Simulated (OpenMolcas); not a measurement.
Ce3+ in Cs2NaYBr6: curves along the breathing mode

Ce3+ with its 6 nearest bromide ions, on the Y site of Cs2NaYBr6 (a = 11.3047 Å, distance in the model lattice 2.765 Å). The rest of the host is ab initio model potentials to 7.6 Å, with orthogonalisation functions on the cations behind the ligands, and point charges beyond; the distance is set by hand and nothing relaxes. Ligand basis ANO-RCC-VDZP.

* Program: OpenMolcas 26.06
* Method: CASSCF
* Basis: ANO-RCC-VDZP [7s6p4d2f1g]
* Scalar Hamiltonian: DKH2, point nucleus
* Active space: 1 electron in 7 orbitals (4f)
* State averaging: 2S+1 = 2 odd, 7 roots
* Spin-orbit coupling: RASSI with atomic mean-field integrals over the reference wave functions

Spin-free energies (labels of O, the rotations of Oh) in cm-1 above the lowest fitted minimum, as all ligands move together:

| R (Å) | 2A2 | 2T2 | 2T1 |
| --- | --- | --- | --- |
| 2.677 | 10030 | 10390 | 11160 |
| 2.74 | 3880 | 4200 | 4880 |
| 2.803 | 690 | 990 | 1590 |
| 2.866 | 120 | 380 | 930 |
| 2.929 | 1870 | 2120 | 2600 |
| 2.992 | 5760 | 5990 | 6430 |
| 3.055 | 11680 | 11890 | 12280 |

Cubic fits give the following; the wavenumber is harmonic, with the mass of all moving ligands, small differences in it between states hang on the degree of the fit, a number in brackets counts states of one label, and the table is a selection of at most 14 states with clean curves.

```tsv
State	R0 (Å)	Breathing mode (cm-1)	Minimum (cm-1)
2A2	2.850	208	0
2T2	2.850	208	270
2T1	2.852	209	830
```

For an f ion spin-orbit coupling outweighs the ligand field, so these spin-free curves are not those of observable levels.

No measured value stands beside these numbers.
